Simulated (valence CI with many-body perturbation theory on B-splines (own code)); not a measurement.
Level structure of Cr17+

Calculated by relativistic CI+MBPT: five valence electrons over a frozen Dirac-Fock core [He], a basis of 9 s, 9 p, 8 d, 6 f, 3 g, 1 h functions for each j, with the one-electron correlation potential Σ1, the two-electron term Σ2, the three-electron term Σ3, Breit, model QED; selected CI, second order for the rest, scaled by the run's own slope (own B-spline code, finite nucleus).

No measured spectrum was set against this ion. As an estimate, levels of excited configurations hold to 0.05 to 0.15 % of their energy, terms of the ground configuration to about 0.5 %. Among the levels kept, up to 3800 cm⁻¹ of a level comes from second order outside the variational space, and about a tenth of that is noise between levels of different J, which matters for small intervals.

Levels 1 to 45 of 55, with energies above the lowest level, 2s2 2p3 4S°_3/2. "Leading %" is the weight of the configuration and term that name the level; weights of strongly mixed levels are sums over their largest components and can fall short, so below about 35 % the name and the second component can differ from the true leading terms, or belong to a minority configuration. Lifetimes count E1, E2, E3, M1 and M2 decay at the calculated energies, and are blank where another channel may lead or the interval is too uncertain; long ones can be off by a factor of two.

| No. | Configuration | Term | J | E (× 10³ cm⁻¹) | Leading % | Lifetime | g |
| --- | --- | --- | --- | --- | --- | --- | --- |
| 1 | 2s2 2p3 | 4S° | 3/2 | 0.00 | 93 |  | 1.948 |
| 2 | 2s2 2p3 | 2D° | 3/2 | 126.41 | 79 | 173 μs | 0.935 |
| 3 | 2s2 2p3 | 2D° | 5/2 | 151.14 | 100 | 2.23 ms | 1.197 |
| 4 | 2s2 2p3 | 2P° | 1/2 | 226.69 | 98 | 63.8 μs | 0.662 |
| 5 | 2s2 2p3 | 2P° | 3/2 | 265.03 | 75 | 27.7 μs | 1.244 |
| 6 | 2s 2p4 | 4P | 5/2 | 667.56 | 98 | 93.0 ps | 1.590 |
| 7 | 2s 2p4 | 4P | 3/2 | 714.61 | 99 | 74.4 ps | 1.725 |
| 8 | 2s 2p4 | 4P | 1/2 | 732.28 | 97 | 67.0 ps | 2.647 |
| 9 | 2s 2p4 | 2D | 3/2 | 923.37 | 96 | 29.0 ps | 0.820 |
| 10 | 2s 2p4 | 2D | 5/2 | 931.81 | 98 | 34.2 ps | 1.205 |
| 11 | 2s 2p4 | 2S | 1/2 | 1062.9 | 78 | 15.4 ps | 1.749 |
| 12 | 2s 2p4 | 2P | 3/2 | 1104.2 | 96 | 9.04 ps | 1.314 |
| 13 | 2s 2p4 | 2P | 1/2 | 1171.2 | 80 | 9.69 ps | 0.933 |
| 14 | 2p5 | 2P° | 3/2 | 1739.4 | 98 | 12.5 ps | 1.331 |
| 15 | 2p5 | 2P° | 1/2 | 1814.3 | 98 | 11.6 ps | 0.662 |
| 16 | 2s2 2p2 3s | 4P | 1/2 | 5907.9 | 82 | 1.00 ps | 2.426 |
| 17 | 2s2 2p2 3s | 4P | 3/2 | 5950.2 | 93 | 1.13 ps | 1.712 |
| 18 | 2s2 2p2 3s | 2P | 1/2 | 5978.8 | 85 | 426 fs | 0.916 |
| 19 | 2s2 2p2 3s | 4P | 5/2 | 5983.0 | 85 | 1.09 ps | 1.545 |
| 20 | 2s2 2p2 3s | 2P | 3/2 | 6013.9 | 73 | 436 fs | 1.214 |
| 21 | 2s2 2p2 3p | 4D° | 1/2 | 6088.6 | 50 | 76.1 ps | 0.818 |
| 22 | 2s2 2p2 3s | 2D | 5/2 | 6094.3 | 85 | 676 fs | 1.251 |
| 23 | 2s2 2p2 3s | 2D | 3/2 | 6100.8 | 74 | 574 fs | 0.933 |
| 24 | 2s2 2p2 3p | 4D° | 3/2 | 6119.8 | 69 | 54.6 ps | 1.304 |
| 25 | 2s2 2p2 3p | 2S° | 1/2 | 6126.7 | 45 | 105 ps | 1.297 |
| 26 | 2s2 2p2 3p | 4P° | 3/2 | 6154.4 | 38 | 28.8 ps | 1.344 |
| 27 | 2s2 2p2 3p | 4D° | 5/2 | 6157.0 | 85 | 99.8 ps | 1.387 |
| 28 | 2s2 2p2 3p | 4P° | 1/2 | 6167.5 | 72 | 28.2 ps | 2.364 |
| 29 | 2s2 2p2 3p | 4P° | 5/2 | 6176.3 | 50 | 33.8 ps | 1.396 |
| 30 | 2s2 2p2 3p | 2D° | 3/2 | 6185.6 | 66 | 29.0 ps | 1.108 |
| 31 | 2s2 2p2 3p | 4D° | 7/2 | 6188.9 | 86 | 145 ps | 1.394 |
| 32 | 2s2 2p2 3s | 2S | 1/2 | 6212.4 | 88 | 681 fs | 1.990 |
| 33 | 2s2 2p2 3p | 4S° | 3/2 | 6214.8 | 63 | 3.67 ps | 1.853 |
| 34 | 2s2 2p2 3p | 2D° | 5/2 | 6233.8 | 43 | 36.7 ps | 1.270 |
| 35 | 2s2 2p2 3p | 2P° | 3/2 | 6234.2 | 75 | 16.4 ps | 1.355 |
| 36 | 2s2 2p2 3p | 2P° | 1/2 | 6249.1 | 77 | 24.9 ps | 0.815 |
| 37 | 2s2 2p2 3p | 2F° | 5/2 | 6294.4 | 66 | 42.4 ps | 0.985 |
| 38 | 2s2 2p2 3p | 2F° | 7/2 | 6306.7 | 87 | 45.7 ps | 1.174 |
| 39 | 2s 2p3 3s | 6S° | 5/2 | 6308.2 | 97 | 79.6 ps | 1.986 |
| 40 | 2s2 2p2 3p | 2D° | 3/2 | 6322.3 | 67 | 11.7 ps | 0.987 |
| 41 | 2s2 2p2 3p | 2D° | 5/2 | 6334.0 | 86 | 23.8 ps | 1.187 |
| 42 | 2s2 2p2 3d | 4F | 3/2 | 6334.8 | 68 | 1.19 ps | 0.616 |
| 43 | 2s2 2p2 3p | 2P° | 1/2 | 6345.9 | 96 | 8.95 ps | 0.690 |
| 44 | 2s2 2p2 3d | 4F | 5/2 | 6350.9 | 59 | 632 fs | 1.138 |
| 45 | 2s2 2p2 3d | 4F | 7/2 | 6382.9 | 75 | 5.41 ps | 1.272 |

Names give the largest LS component (configuration and term), which can be under half, so a name can repeat, a term be missing and a line seem to break the LS rules; names also repeat where a configuration has a term twice.

The ionisation energy to 2s2 2p2 3P_0 of the next ion comes out as 1294 eV (NIST: 1294.8 ± 1.6 eV (semi-empirical)). All 55 levels together are meant to be complete up to 6436.7 × 10³ cm⁻¹.
